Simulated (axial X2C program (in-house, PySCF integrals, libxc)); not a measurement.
Excited states of SiSb⁻ by EOM-EE-CCSD

Calculated with an axial X2C code built on PySCF integrals: two-component X2C with atomic mean-field Coulomb and Gaunt terms, Gaussian nuclei, basis Sb dyall-acv3z, Si dyall-av3z with contracted cores.

R = 2.309 Å (near the PBE0 minimum at charge -1 of the determinant lowest at the starting distance; the state shown can have its own minimum elsewhere).

Hartree–Fock spinors of SiSb⁻ (one of each Kramers pair; a window near the gap, which can cut inner shells):

```json
{"ω": "1/2", "occupied": "yes", "ε (eV)": "-14.18", "character": "46% Sb s, 29% Si s, 11% Si p"}
{"ω": "1/2", "occupied": "yes", "ε (eV)": "-8.40", "character": "35% Si s, 22% Sb p, 21% Sb s"}
{"ω": "1/2", "occupied": "yes", "ε (eV)": "-3.31", "character": "41% Sb p, 41% Si p, 7% Si s"}
{"ω": "1/2", "occupied": "yes", "ε (eV)": "-2.62", "character": "56% Sb p, 32% Si p, 6% Si d"}
{"ω": "3/2", "occupied": "yes", "ε (eV)": "-2.36", "character": "50% Sb p, 39% Si p, 5% Si d"}
{"ω": "1/2", "occupied": "no", "ε (eV)": "3.24", "character": "60% Si p, 31% Sb p, 4% Sb s"}
{"ω": "1/2", "occupied": "no", "ε (eV)": "3.91", "character": "82% Si p, 7% Sb p, 6% Si d"}
{"ω": "3/2", "occupied": "no", "ε (eV)": "3.93", "character": "79% Si p, 10% Sb p, 7% Si d"}
{"ω": "1/2", "occupied": "no", "ε (eV)": "3.99", "character": "51% Sb p, 29% Si p, 11% Si s"}
{"ω": "3/2", "occupied": "no", "ε (eV)": "4.31", "character": "78% Sb p, 16% Si p, 5% Sb d"}
{"ω": "1/2", "occupied": "no", "ε (eV)": "4.33", "character": "84% Sb p, 10% Si p, 4% Sb d"}
```

Vertical excitation energies from the closed-shell determinant state of SiSb⁻:

```tsv
Ω	excitation (eV)	cm⁻¹	hole of the leading pair	particle of the leading pair	weight of the pair (for Ω = 0 its time-reversed partner can hold as much again)	singles weight
1	1.724	13907	50% Sb pπ, 39% Si pπ	45% Si pπ, 20% Sb dπ, 17% Sb pπ	0.61	0.95
0⁻	1.746	14081	50% Sb pπ, 39% Si pπ	36% Si pπ, 25% Sb pπ, 18% Sb dπ	0.25	0.95
2	2.199	17732	50% Sb pπ, 39% Si pπ	44% Si pπ, 20% Sb dπ, 17% Sb pπ	0.57	0.94
3	2.199	17734	50% Sb pπ, 39% Si pπ	36% Si pπ, 24% Sb pπ, 19% Sb dπ	0.94	0.95
1	2.229	17981	36% Sb pπ, 21% Si pπ, 17% Si pσ	44% Si pπ, 20% Sb dπ, 17% Sb pπ	0.80	0.94
0⁺	2.268	18296	44% Si pσ, 31% Sb pσ, 10% Si sσ	45% Si pπ, 18% Sb dπ, 16% Sb pπ	0.46	0.94
```

This point took 25 s on 1 thread of Arm Neoverse V1 (shared host).

Reference electrons by ω block (each with its −ω partner): 1/2: 22, 3/2: 9, 5/2: 2. 10 electrons of SiSb⁻ correlated (inner shells frozen), 88 natural virtual spinors (a truncated set); levels can be off by some tenths of an eV. Roots sought by Ω: (0: 5, 1: 4, 2: 3, 3: 1); rows need 60 % singles weight and stop where some Ω has no more roots. Missing are any skipped roots, higher Ω and states of a further excitation; these come out far too high here and may in truth be low or lowest. T1 of the reference 0.026 (Lee–Taylor). The highest Hartree–Fock level of the anion lies at -2.36 eV; relaxation, partly offset by correlation, puts the detachment threshold some tenths of an eV to over one eV lower in magnitude, and states above it are held by the basis set and are not bound. Number of frozen shells: Sb 4 s, 3 p, 2 d; Si 2 s, 1 p. Large amplitudes in the reference (orbital relaxation or multireference character) lower the reliability.
